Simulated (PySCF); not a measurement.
Compound: SiHMe2Et, C4H12Si.
Geometry (PBE0-D3(BJ)/def2-SVP, Å), atoms numbered from 1 in this order:
```xyz
17
C4H12Si angstrom
Si     0.0621    0.6328    0.3300
H      0.0017    0.8522    1.8154
C      1.8577    0.3471   -0.1626
H      2.3008   -0.4963    0.3889
H      2.4683    1.2406    0.0419
H      1.9340    0.1262   -1.2397
C     -0.6179    2.1567   -0.5403
H     -1.6727    2.3281   -0.2745
H     -0.5590    2.0436   -1.6348
H     -0.0500    3.0588   -0.2639
C     -0.9907   -0.8783   -0.0939
C     -0.5245   -2.1847    0.5419
H     -1.0138   -0.9729   -1.1948
H     -2.0301   -0.6559    0.2064
H     -1.1657   -3.0342    0.2570
H      0.5041   -2.4405    0.2409
H     -0.5329   -2.1237    1.6422
```

The closed-shell ground state was solved at several levels (PySCF, density fitting, gas phase, non-relativistic).

```tsv
level	basis functions	HOMO (eV)	LUMO (eV)	gap (eV)	dipole (D)
B3LYP/pcSseg-1	152	-7.85	0.99	8.84	0.57
B3LYP/def2-SVPD	200	-7.82	0.38	8.20	0.59
```

Estimate the row for PBE0/pcSseg-1, a basis of 152 functions; the other rows only guide the guess.

HOMO -8.05 eV, LUMO 1.31 eV, gap 9.36 eV, dipole 0.58 D.

Over all these levels, which gives the widest orbital gap and which the narrowest?

PBE0/pcSseg-1 (global hybrid, 25 % exact exchange) has the widest, 9.36 eV, and B3LYP/def2-SVPD (global hybrid, 20 % exact exchange) the narrowest, 8.20 eV. Functional and basis both differ between the two, so the spread mixes both effects.

How far do the dipole and the HOMO energy spread over the levels?

The dipole runs from 0.57 to 0.59 D (mean 0.58 D) and the HOMO from -8.05 to -7.82 eV.

One conformer stands for the species.
